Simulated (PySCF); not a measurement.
# A bond scan of BFHN

Calculated results; nothing here was measured. They come from PySCF 2.14.0, an open-source quantum chemistry program, on an isolated molecule that a program drew, which may never have been made. The molecule is BFHN (charge 0, singlet), drawn as the SMILES string `N=BF`.

The structure below is the HF double-zeta minimum with every atom moved a little at random, so it isn't optimised. Bond N1-H4 is then set to each length in the table by shifting atom 4 along it, with nothing else relaxed.
```xyz
4
BFHN, angstrom
N     0.0058   -0.3090    0.1896
B    -0.8977   -0.1619   -0.6454
F    -1.9040    0.1060   -1.3253
H     0.8861   -0.5728    0.8326
```

E is the energy above the same method's energy at the HF double-zeta minimum. IE is the energy to remove one electron at fixed geometry, to the doublet state of charge +1, as a difference of total energies. The basis family is cc-pVnZ, with UHF for radicals and no spin-orbit coupling. Best is HF at quadruple zeta, plus MP2 correlation extrapolated from triple and quadruple zeta, plus CCSD(T) minus MP2 at triple zeta, with a frozen core. The other columns are at triple zeta.

```
bond (Å)  E HF (kcal/mol)  E r2SCAN (kcal/mol)  E CCSD(T) (kcal/mol)  E best (kcal/mol)  IE HF (eV)  IE r2SCAN (eV)  IE CCSD(T) (eV)  IE best (eV)     T1
  1.0016             2.36                 2.27                  2.56               2.35       9.529          10.916           11.081        11.284  0.013
  1.0666                ?                    ?                     ?                  ?           ?               ?                ?             ?      ?
  1.1136            11.50                 9.45                  9.75               9.52       9.386          10.788           10.955        11.162  0.013
  1.1216            12.48                10.29                 10.59              10.36       9.376          10.779           10.946        11.153  0.013
  1.2166            26.32                22.23                 22.54              22.26       9.247          10.669           10.840        11.049  0.013
  1.2756            36.21                30.86                 31.15              30.84       9.164          10.601           10.775        10.985  0.014
```

T1 is the CCSD diagnostic of the starting molecule.

**Estimate the best E and IE at 1.0666 Å from the other rows.**

A least-squares cubic in the inverse of the bond length through the other values of E best gives 5.34 kcal/mol there. A least-squares quadratic in the bond length through IE best gives 11.213 eV. The calculation gives 5.35 kcal/mol and 11.214 eV, so the fits miss by 0.01 kcal/mol and 0.001 eV. The same recipe one zeta lower moves these two values by 0.31 kcal/mol and 0.08 eV, a gauge of their own error. The rest of the row: E is 6.46 (HF), 5.27 (r2SCAN), 5.56 (CCSD(T)); IE is 9.447 (HF), 10.842 (r2SCAN), 11.008 (CCSD(T)); T1 is 0.013.
